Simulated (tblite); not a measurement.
Compound: C₃H₁₀BBrGe.
Bonds: C1–B2, B2–C3, C3–C4, C4–Ge5, Ge5–Br6. Hydrogens: H7, H8, H9 on C1; H10 on B2; H11, H12 on C3; H13, H14 on C4; H15, H16 on Ge5.

Computed with GFN2-xTB (tblite), gas phase: L-BFGS steps from a force-field or distance-geometry start until the largest atomic force falls under 0.01 eV/Å.

Step 21: E = -511.4665 eV
```
atom  x, y, z in Å  |  force x, y, z in eV/Å
C1      1.8713    1.4621   -0.2030    0.000   0.047   0.014
B2      1.2972    0.0461    0.1271   -0.008   0.005  -0.001
C3      0.2887   -0.6574   -0.8592   -0.076  -0.047  -0.020
C4     -0.8212   -1.4426   -0.1546   -0.054  -0.063   0.032
Ge5    -1.9341   -0.1919    0.9059   -0.024   0.025   0.019
Br6    -2.9133    1.2712   -0.5451    0.011  -0.001   0.020
H7      1.3572    2.1798    0.4399    0.002   0.037   0.009
H8      1.7161    1.7935   -1.2267    0.013  -0.028  -0.010
H9      2.9266    1.5600    0.0371    0.056   0.020   0.007
H10     1.5769   -0.4761    1.1435   -0.003  -0.012  -0.041
H11    -0.1741    0.0543   -1.5520    0.067  -0.007  -0.023
H12     0.8541   -1.3567   -1.4834    0.051  -0.003  -0.047
H13    -1.4523   -1.9668   -0.8803   -0.009   0.028   0.014
H14    -0.3979   -2.1990    0.5070   -0.002   0.030   0.022
H15    -1.1090    0.6879    1.8241   -0.025   0.014   0.019
H16    -3.0938   -0.7554    1.7106    0.001  -0.046  -0.015
```

Step 22: E = -511.4677 eV
```
atom  x, y, z in Å  |  force x, y, z in eV/Å
C1      1.8726    1.4613   -0.2035    0.000   0.067   0.007
B2      1.2972    0.0445    0.1237    0.019   0.049   0.008
C3      0.2892   -0.6593   -0.8615   -0.061  -0.030  -0.028
C4     -0.8219   -1.4381   -0.1544   -0.054  -0.077   0.041
Ge5    -1.9325   -0.1905    0.9073   -0.059   0.036   0.041
Br6    -2.9147    1.2701   -0.5427    0.007   0.011   0.015
H7      1.3568    2.1796    0.4384    0.013   0.018   0.011
H8      1.7196    1.7967   -1.2265    0.016  -0.043  -0.009
H9      2.9282    1.5588    0.0390    0.030   0.017   0.005
H10     1.5776   -0.4733    1.1417   -0.009  -0.030  -0.036
H11    -0.1697    0.0500   -1.5579    0.046   0.019  -0.031
H12     0.8529   -1.3607   -1.4837    0.066  -0.029  -0.052
H13    -1.4556   -1.9629   -0.8767   -0.013   0.017   0.002
H14    -0.3992   -2.1919    0.5093    0.008  -0.001   0.029
H15    -1.1156    0.6891    1.8325   -0.021   0.014   0.016
H16    -3.0925   -0.7644    1.7059    0.009  -0.038  -0.018
```

Step 23: E = -511.4690 eV
```
atom  x, y, z in Å  |  force x, y, z in eV/Å
C1      1.8744    1.4615   -0.2039    0.003   0.065   0.000
B2      1.2971    0.0436    0.1200    0.038   0.076   0.006
C3      0.2891   -0.6623   -0.8646   -0.013  -0.004  -0.028
C4     -0.8235   -1.4341   -0.1535   -0.032  -0.056   0.035
Ge5    -1.9317   -0.1885    0.9095   -0.076   0.035   0.053
Br6    -2.9161    1.2692   -0.5396    0.000   0.027   0.007
H7      1.3566    2.1797    0.4371    0.024   0.006   0.012
H8      1.7239    1.7997   -1.2265    0.020  -0.050  -0.008
H9      2.9306    1.5579    0.0412   -0.007   0.014   0.001
H10     1.5782   -0.4708    1.1391   -0.015  -0.044  -0.031
H11    -0.1640    0.0456   -1.5652    0.015   0.035  -0.033
H12     0.8526   -1.3657   -1.4849    0.060  -0.041  -0.035
H13    -1.4597   -1.9583   -0.8728   -0.023  -0.006  -0.009
H14    -0.4004   -2.1842    0.5127    0.015  -0.038   0.033
H15    -1.1235    0.6909    1.8424   -0.019   0.012   0.012
H16    -3.0910   -0.7752    1.7002    0.011  -0.028  -0.015
```

Problem. Estimate the geometry and energy of step 24. (The exact step hangs on the optimiser's Hessian estimate; all steps are aligned on step 23, rigid shifts and turns removed.)

Solution. E = -511.4702 eV, largest force 0.080 eV/Å
```
atom  x, y, z in Å  |  force x, y, z in eV/Å
C1      1.8764    1.4628   -0.2042    0.005   0.041  -0.004
B2      1.2972    0.0440    0.1166    0.036   0.068  -0.006
C3      0.2889   -0.6653   -0.8681    0.038   0.019  -0.018
C4     -0.8255   -1.4314   -0.1520    0.004  -0.014   0.018
Ge5    -1.9324   -0.1861    0.9125   -0.064   0.020   0.044
Br6    -2.9175    1.2689   -0.5365   -0.009   0.041  -0.001
H7      1.3567    2.1801    0.4362    0.029   0.007   0.013
H8      1.7283    1.8015   -1.2269    0.022  -0.045  -0.012
H9      2.9330    1.5577    0.0431   -0.034   0.013  -0.002
H10     1.5785   -0.4695    1.1361   -0.019  -0.049  -0.027
H11    -0.1583    0.0422   -1.5726   -0.012   0.031  -0.026
H12     0.8535   -1.3709   -1.4869    0.035  -0.035  -0.002
H13    -1.4641   -1.9543   -0.8694   -0.026  -0.026  -0.008
H14    -0.4012   -2.1780    0.5166    0.012  -0.062   0.026
H15    -1.1313    0.6928    1.8517   -0.019   0.010   0.010
H16    -3.0898   -0.7856    1.6949    0.002  -0.021  -0.006
```

The energy changes by -0.0012 eV. The first-order estimate −F·Δx gives -0.0016 eV and the mean of the old and new forces, exact on a quadratic surface, -0.0012 eV. The step makes an angle of 73° with the force vector and moves no atom by more than 0.012 Å.

The cost below is that of the whole relaxation. On an Intel Xeon at 2.50 GHz with one thread, shared host, this took 2.4 s.
